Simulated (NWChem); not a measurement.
The numbers come from NWChem runs, not from measurements. System: ITl, charge 0, spin multiplicity 1, at a geometry optimised with B3LYP/def2-SVP with def2 effective core potentials on I, Tl. The structure started from a generated list of species. Level: CR-CCSD(T)/def2-SVP with def2 effective core potentials on I, Tl, 8 core orbitals frozen.

Job file:

```
start mol
memory heap 100 mb stack 700 mb global 1900 mb
geometry units angstroms nocenter noautoz
  Tl     0.000000     0.000000    -1.145950
  I      0.000000     0.000000     1.751358
  symmetry group C2v
end
basis spherical
  * library def2-svp
end
ecp
  I library def2-ecp
  Tl library def2-ecp
end
scf
  rhf
  nopen 0
  maxiter 100
  thresh 1e-7
  semidirect memsize 60000000 filesize 0
end
tce
  freeze core 8
  cr-ccsd(t)
  2eorb
  2emet 13
  thresh 1e-6
  maxiter 100
  tilesize 24
end
task tce energy
```

NWChem printed:

```
             Northwest Computational Chemistry Package (NWChem) 7.3.0
             --------------------------------------------------------

                                NWChem Input Module
                                -------------------

 Scaling coordinates for geometry "geometry" by  1.889725989
 (inverse scale =  0.529177249)

 Turning off AUTOSYM since
 SYMMETRY directive was detected!

                             Geometry "geometry" -> ""
                             -------------------------

 Output coordinates in angstroms (scale by  1.889725989 to convert to a.u.)

  No.       Tag          Charge          X              Y              Z
 ---- ---------------- ---------- -------------- -------------- --------------
    1 Tl                  81.0000     0.00000000     0.00000000    -1.14595000
    2 I                   53.0000     0.00000000     0.00000000     1.75135800

 Effective nuclear repulsion energy (a.u.)     784.0926577208

            Nuclear Dipole moment (a.u.)
            ----------------------------
        X                 Y               Z
 ---------------- ---------------- ----------------
     0.0000000000     0.0000000000     0.0000453534

      Symmetry information
      --------------------

 Group name             C2v
 Group number             16
 Group order               4
 No. of unique centers     2

      Symmetry unique atoms

     1    2


 Summary of "ao basis" -> "" (spherical)
 ------------------------------------------------------------------------------
       Tag                 Description            Shells   Functions and Types
 ---------------- ------------------------------  ------  ---------------------
 *                          def2-svp                  on all atoms

 Summary of "ao basis" -> "ao basis" (spherical)
 ------------------------------------------------------------------------------
       Tag                 Description            Shells   Functions and Types
 ---------------- ------------------------------  ------  ---------------------
 Tl                         def2-svp                10       26   4s4p2d
 I                          def2-svp                10       26   4s4p2d

                                 NWChem SCF Module
                                 -----------------

  ao basis        = "ao basis"
  functions       =    52
  atoms           =     2
  closed shells   =    23
  open shells     =     0
  charge          =   0.00
  wavefunction    = RHF
  use symmetry    = T
  symmetry adapt  = T

 Summary of "ao basis" -> "ao basis" (spherical)
 ------------------------------------------------------------------------------
       Tag                 Description            Shells   Functions and Types
 ---------------- ------------------------------  ------  ---------------------
 Tl                         def2-svp                10       26   4s4p2d
 I                          def2-svp                10       26   4s4p2d

      Symmetry analysis of basis
      --------------------------

        a1         24
        a2          4
        b1         12
        b2         12

 Forming initial guess at       0.1s

      Superposition of Atomic Density Guess
      -------------------------------------

 Sum of atomic energies:        -542.36414958

      Non-variational initial energy
      ------------------------------

 Total energy =    -468.126600
 1-e energy   =   -1010.505437
 2-e energy   =     446.490496
 HOMO         =      -0.291808
 LUMO         =       0.002900
[...]
   Bfn.  Coefficient  Atom+Function         Bfn.  Coefficient  Atom+Function
  ----- ------------  ---------------      ----- ------------  ---------------
    14      0.794518  1 Tl px                11      0.341348  1 Tl px
    40     -0.245276  2 I  px

 Vector   26  Occ=0.000000D+00  E= 7.144169D-02  Symmetry=a1
              MO Center= -2.7D-15, -3.6D-15, -1.4D+00, r^2= 7.8D+00
   Bfn.  Coefficient  Atom+Function         Bfn.  Coefficient  Atom+Function
  ----- ------------  ---------------      ----- ------------  ---------------
    16      1.158775  1 Tl pz                30     -0.678547  2 I  s
    42      0.588493  2 I  pz                 3      0.258019  1 Tl s
     4      0.251663  1 Tl s                 13      0.227539  1 Tl pz
    39      0.164793  2 I  pz                 1     -0.156905  1 Tl s

 center of mass
 --------------
 x =   0.00000000 y =   0.00000000 z =  -0.07198754

 moments of inertia (a.u.)
 ------------------
        2349.499851320513           0.000000000000           0.000000000000
           0.000000000000        2349.499851320513           0.000000000000
           0.000000000000           0.000000000000           0.000000000000

  Mulliken analysis of the total density
  --------------------------------------

    Atom       Charge   Shell Charges
 -----------   ------   -------------------------------------------------------
    1 Tl  21    20.49   2.90 -0.86  1.23  0.67  3.40  2.58  0.34  0.18  9.70  0.35
    2 I   25    25.51   1.83  0.22  1.18  0.75  2.93  3.13  2.53  2.94  9.82  0.19

       Multipole analysis of the density wrt the origin
       ------------------------------------------------

     L   x y z        total         open         nuclear
     -   - - -        -----         ----         -------
     0   0 0 0      0.000000      0.000000     46.000000

     1   1 0 0     -0.000000      0.000000      0.000000
     1   0 1 0      0.000000      0.000000      0.000000
     1   0 0 1     -2.134967      0.000000     37.263507

     2   2 0 0    -38.772502      0.000000      0.000000
     2   1 1 0      0.000000      0.000000      0.000000
     2   1 0 1      0.000000      0.000000      0.000000
     2   0 2 0    -38.772502      0.000000      0.000000
     2   0 1 1      0.000000      0.000000      0.000000
     2   0 0 2    -43.316238      0.000000    372.314168

                   NWChem Extensible Many-Electron Theory Module
                   ---------------------------------------------


            General Information
            -------------------
      Number of processors :     1
         Wavefunction type : Restricted Hartree-Fock
          No. of electrons :    46
           Alpha electrons :    23
            Beta electrons :    23
           No. of orbitals :   104
            Alpha orbitals :    52
             Beta orbitals :    52
        Alpha frozen cores :     8
         Beta frozen cores :     8
     Alpha frozen virtuals :     0
      Beta frozen virtuals :     0
         Spin multiplicity : singlet
    Number of AO functions :    52
       Number of AO shells :    20
        Use of symmetry is : on
      Symmetry adaption is : on
         Schwarz screening : 0.10D-09

          Correlation Information
          -----------------------
          Calculation type : Coupled-cluster singles & doubles w/ perturbation
   Perturbative correction : Completely renormalized (T)
            Max iterations :      100
        Residual threshold : 0.10D-05
     T(0) DIIS level shift : 0.00D+00
     L(0) DIIS level shift : 0.00D+00
     T(1) DIIS level shift : 0.00D+00
     L(1) DIIS level shift : 0.00D+00
     T(R) DIIS level shift : 0.00D+00
     T(I) DIIS level shift : 0.00D+00
   CC-T/L Amplitude update :  5-th order DIIS
                I/O scheme : Global Array Library
        L-threshold :  0.10D-05
        EOM-threshold :  0.10D-05
 no EOMCCSD initial starts read in
 TCE RESTART OPTIONS
 SLICE:      F
 D4D5:       F
 quantumc:   F
 qrotation:  F
 pwtce:      F
 qducc:      F
 nacto:                         0
 nrotv:                         0
 nrot:                          0

            Memory Information
            ------------------
          Available GA space size is     249034096 doubles
          Available MA space size is     104850308 doubles

 Maximum block size supplied by input
 Maximum block size        24 doubles

 tile_dim =     13

 -------------------------------------------------

 Global array virtual files algorithm will be used

 Parallel file system coherency ......... OK

 4-electron integrals stored in orbital form

 v2    file size   =           226751
 4-index algorithm nr.  13 is used
 imaxsize =       30
 imaxsize ichop =        0


CCSD iterations
 ---------------------------------------------------------
 Iter          Residuum       Correlation     Cpu    Wall
 ---------------------------------------------------------
    1   0.0816616918654  -0.1801380255079     0.4     0.4
    2   0.0247140947424  -0.1925284446996     0.4     0.4
    3   0.0092149218032  -0.1960778692504     0.4     0.4
    4   0.0038005698336  -0.1971797731385     0.4     0.4
    5   0.0016283494854  -0.1976080458298     0.4     0.4
    6   0.0003720673718  -0.1978722710222     0.4     0.4
    7   0.0002486090427  -0.1978826326010     0.4     0.4
    8   0.0001181430932  -0.1978908203486     0.4     0.4
    9   0.0000875366916  -0.1978916385253     0.4     0.4
   10   0.0000494722782  -0.1978939925166     0.4     0.4
   11   0.0000080407775  -0.1978963200813     0.4     0.4
   12   0.0000035842840  -0.1978964798794     0.4     0.4
   13   0.0000019664258  -0.1978964641514     0.4     0.4
   14   0.0000011427570  -0.1978964330955     0.4     0.4
   15   0.0000006790558  -0.1978964142204     0.4     0.4
 -----------------------------------------------------------------
 Iterations converged
 CCSD correlation energy / hartree =        -0.197896414220446
 CCSD total energy / hartree       =      -468.452949834422725

 Singles contributions

 Doubles contributions
 CR-CCSD(T)

 CR-CCSD[T]  correction energy / hartree =        -0.005014163752460
 CR-CCSD[T] correlation energy / hartree =        -0.202910577972906
 CR-CCSD[T] total energy / hartree       =      -468.457963998175160
 CR-CCSD(T)  correction energy / hartree =        -0.004674974655237
 CR-CCSD(T) correlation energy / hartree =        -0.202571388875683
 CR-CCSD(T) total energy / hartree       =      -468.457624809077970

 Task  times  cpu:       13.6s     wall:       13.6s

 Total times  cpu:       13.7s     wall:       13.7s
```
